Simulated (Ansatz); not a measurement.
Gas-phase electronic energies from Ansatz, PBE0-D4/def2-TZVP geometries. CBS: MP2 limit from def2 TZ/QZ plus the TZ coupled-cluster correction, frozen cores. DFT in def2-TZVPP. B3LYP here is the variant with VWN-RPA as its local correlation; programs differ in this. For Se outer-core shells are correlated without core-valence functions, which leaves a few kJ/mol of doubt a bond. Scalar relativity is left out up to krypton. One conformer a species, not always the lowest.

Consider the redistribution: `C[SiH2][Se][Se]C` + `BB` → `B[Se]C` + `B[Se][SiH2]C`.

Is it downhill or uphill in electronic energy at CCSD(T)/CBS, and by how much? (An estimate is asked.)

The calculation gave: Downhill: ΔE = -42.4 kcal/mol.

What do these levels give: B3LYP-D4, ωB97X-V, ωB97M-V, B2PLYP, PBE, r2SCAN, PBE0, B3LYP, CCSD(T)/def2-TZVPP, HF/def2-QZVPP, MP2/def2-QZVPP, MP2/CBS(def2)? (Best estimate.)

Ansatz gave: B3LYP-D4 -37.6, ωB97X-V -39.2, ωB97M-V -39.9, B2PLYP -41.4, PBE -40.6, r2SCAN -41.1, PBE0 -40.8, B3LYP -39.1, CCSD(T)/def2-TZVPP -43.9, HF/def2-QZVPP -37.4, MP2/def2-QZVPP -44.2, MP2/CBS(def2) -43.8 kcal/mol.

Largest T1 diagnostic among the species: 0.013.

The D4 term adds +1.5 kcal/mol with B3LYP and +0.9 kcal/mol with PBE0; it sums over pairs of atoms, weighted by their polarisabilities, and B3LYP, whose exchange is more repulsive, gets the larger term. In def2-TZVPP, CCSD(T) changes the Hartree–Fock value by −6.0 kcal/mol (the triples alone add −1.1 kcal/mol) and MP2 by −7.4 kcal/mol.
